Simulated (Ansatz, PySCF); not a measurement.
System: chloro(fluoro)silane, sum formula SiH2ClF, charge 0, multiplicity 1. 
Geometry from a B3LYP-D3(BJ)/def2-TZVP (Ansatz, a quantum-chemistry and plane-wave program) optimisation:
```
Si
F 1 1.5953
H 1 1.4700 2 108.26
H 1 1.4700 3 113.68 2 120.32
Cl 1 2.0473 3 108.86 4 121.52
```

Total electronic energies in hartree. Cores are frozen in the correlated levels unless marked. Spin-orbit coupling is left out. Non-relativistic unless marked X2C. Basis-set limits of correlation are two-point, X^-3; Hartree-Fock from the larger set. [CCSD(T)-MP2]/basis is that difference in the basis named.

```
level                                                                 program  energy (Eh)
-------------------------------------------------------------  --------------  -----------
HF/cc-pwCVTZ                                                           Ansatz   -849.23452
HF/def2-TZVPD                                                           PySCF   -849.22582
PBE/def2-TZVPD                                                         Ansatz   -850.48036
BLYP/def2-TZVPD                                                        Ansatz   -850.90376
TPSS-D3(BJ)/def2-TZVPD                                          PySCF + dftd3   -850.97475
PBE0/6-31G*                                                            Ansatz   -850.43016
BHLYP-D3(BJ)/def2-TZVPD                                        Ansatz + dftd3   -850.89215
BHLYP/def2-TZVPD                                                       Ansatz   -850.88721
r2SCANh-D4/def2-TZVPD                                          Ansatz + dftd4   -850.81404
r2SCAN0/def2-TZVPD                                                     Ansatz   -850.80185
PW6B95-D4/def2-TZVPD                                            PySCF + dftd4   -851.64176
HSE06-D4/def2-TZVPD                                            Ansatz + dftd4   -850.53199
B2GP-PLYP/def2-TZVPD                                                   Ansatz   -850.51494
B2PLYP-D3(BJ)/def2-TZVPD                                       Ansatz + dftd3   -850.62005
B2PLYP-D4/def2-TZVPD                                           Ansatz + dftd4   -850.61935
PBE-QIDH/def2-TZVPD                                                    Ansatz   -850.37013
MP2/cc-pVTZ                                                            Ansatz   -849.78799
RI-MP2/aug-cc-pV(T+d)Z                                                 Ansatz   -849.81178
CCSD(T)/STO-3G                                                         Ansatz   -839.53019
X2C-CCSD(T)/cc-pVTZ-DK                                                 Ansatz   -851.93364
RI-MP2/CBS(cc-pV(T+d)Z,cc-pV(Q+d)Z)+[CCSD(T)-MP2]/cc-pV(T+d)Z          Ansatz    -849.9541
RI-MP2/CBS(cc-pV(T+d)Z,cc-pV(Q+d)Z)+[CCSD(T)-MP2]/cc-pV(Q+d)Z          Ansatz    -849.9539
CCSD(T)/CBS(cc-pV(T+d)Z,cc-pV(Q+d)Z)                                   Ansatz    -849.9541
```

Totals of different functionals don't rank their quality; only differences between species are comparable.
